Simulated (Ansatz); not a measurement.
`C[SiH](C)C#N` → `C#N` + `C[Si]C` at 298.15 K and 1 bar (silylene formation by 1,1-elimination).

Computed with Ansatz on PBE0-D4/def2-TZVP structures; ΔE is electronic, products minus reactants. CCSD(T)/CBS is the MP2 limit (def2-TZVPP, def2-QZVPP) plus CCSD(T) − MP2 in def2-TZVPP, frozen cores. This one scheme is used for every species.

```json
{"species": "`C[SiH](C)C#N`", "CCSD(T)/CBS energy (Eh)": "-462.17463", "H − E (kJ/mol)": "261.2", "S (J/(mol·K))": "350.0"}
{"species": "`C#N`", "CCSD(T)/CBS energy (Eh)": "-93.32098", "H − E (kJ/mol)": "52.4", "S (J/(mol·K))": "201.2"}
{"species": "`C[Si]C`", "CCSD(T)/CBS energy (Eh)": "-368.74530", "H − E (kJ/mol)": "203.3", "S (J/(mol·K))": "296.5"}
```

H − E and S are ideal-gas, rigid-rotor, harmonic terms from PBE0-D4/def2-TZVP, for one conformer and one mirror image of each species. 1 Eh = 2625.50 kJ/mol, R = 8.31446 J/(mol·K).

Problem. By hand: ΔE, ΔH, ΔS and ΔG.

Solution. ΔE = (-93.32098) + (-368.74530) − (-462.17463) = 0.10835 Eh = 284.5 kJ/mol. Δ(H − E) = 52.4 + 203.3 − 261.2 = -5.5, so ΔH = 279.0 kJ/mol. ΔS = 201.2 + 296.5 − 350.0 = 147.7 J/(mol·K). ΔG = 279.0 − 298.15 × (147.7)/1000 = 235.0 kJ/mol.

Problem. By hand: the equilibrium constant, and the temperature at which ΔG would vanish if ΔH and ΔS stayed fixed.

Solution. log₁₀ K = −ΔG/(RT ln 10) = -41.2. ΔG = 0 at ΔH/ΔS = 1889 K.

The number of gas molecules changes by +1, which sets the sign of ΔS. A doubt of 5 kJ/mol in ΔE shifts log₁₀ K by 0.9 here. Other conformers and mirror images would add mixing entropy, several J/(mol·K) or more a flexible species. These are equilibria of isolated gas molecules and say nothing of rates. Largest T1 diagnostic: 0.014 (customary marks: 0.02 for closed shells, 0.045 for open ones).
